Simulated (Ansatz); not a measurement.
Consider the cleavage of the Si–Si bond: `O[SiH](F)[SiH2]Cl` + `N=CO` → `O/C=N/[SiH2]Cl` + `O[SiH2]F`.

Isolated molecules relaxed with PBE0-D4/def2-TZVP in Ansatz; ΔE leaves out vibrations. CCSD(T)/CBS is the MP2 limit (def2-TZVPP, def2-QZVPP) plus CCSD(T) − MP2 in def2-TZVPP, frozen cores. This one scheme is used for every species. Functionals use def2-TZVPP. Each species was taken in one conformer, which may not be the lowest.

CCSD(T)/CBS gives -18.8 kcal/mol.

(1) Another level gave -19.1 kcal/mol. Which?
A. PBE/def2-TZVPP
B. HF/def2-TZVPP
C. CCSD(T)/def2-TZVPP
D. r2SCAN-D4/def2-TZVPP

Largest T1 diagnostic among the species: 0.014.

Answers

(1) C. CCSD(T)/def2-TZVPP -19.1, r2SCAN-D4 -17.9, HF/def2-TZVPP -23.1, PBE -14.4 kcal/mol.

In def2-TZVPP, CCSD(T) changes the Hartree–Fock value by +4.0 kcal/mol (the triples alone add +0.3 kcal/mol) and MP2 by +1.4 kcal/mol. From PBE to PBE0 (25 % exact exchange), in def2-TZVPP and without D4, ΔE moves by −1.7 kcal/mol.
